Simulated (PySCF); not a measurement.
Species: bromostannane, BrH₃Sn.
Z-matrix (Å and degrees, PBE0-D3(BJ)/def2-SVP geometry), rows numbered from 1:
```
Br
Sn  1  2.5010
H   2  1.7073  1  106.17
H   2  1.7080  1  106.75  3   119.99
H   2  1.7077  1  106.49  3  -119.99
```

Method used: PBE0-D3(BJ)/def2-SVP geometry optimisation, gas phase, def2 core potentials past Kr in PySCF 2.14.0.

Masses are those of the commonest isotopes; rigid-rotor values at the optimised geometry. 

Q: Give the principal moments of inertia and the rotational constants in cm⁻¹.

A: Ia = 8.11, Ib = 308.23, Ic = 308.24 u·Å²; 505379 MHz·u·Å²/I gives 62331, 1640 and 1640 MHz, that is A = 2.07912, B = 0.05469, C = 0.05469 cm⁻¹.

Q: Classify the top.

A: A prolate symmetric top, as the point group C3v requires two equal moments: κ = (2 × 1640 − 62331 − 1640)/(62331 − 1640) = -1.00.

Q: Where do the R-branch lines fall?

A: The dipole of 2.43 D lies along the symmetry axis, so ΔK = 0 and J+1 ← J falls at 2B(J+1) for every K: 3.28 GHz, 6.56 GHz, 9.84 GHz, 13.12 GHz, 16.40 GHz for J = 0 to 4.

Q: Estimate the classical rotational partition function at 25 K, 100 K and 298.15 K.

A: Point group C3v, symmetry number σ = 3; q = (√π/σ)·√((kT/h)³/(ABC)), k/h = 20836.6 MHz/K: 543 at 25 K, 4340 at 100 K, 22300 at 298.15 K.

PBE0-D3(BJ)/def2-SVP frequencies: not computed here. No vibrational averaging or centrifugal distortion is included, and the geometry carries the error of its method.
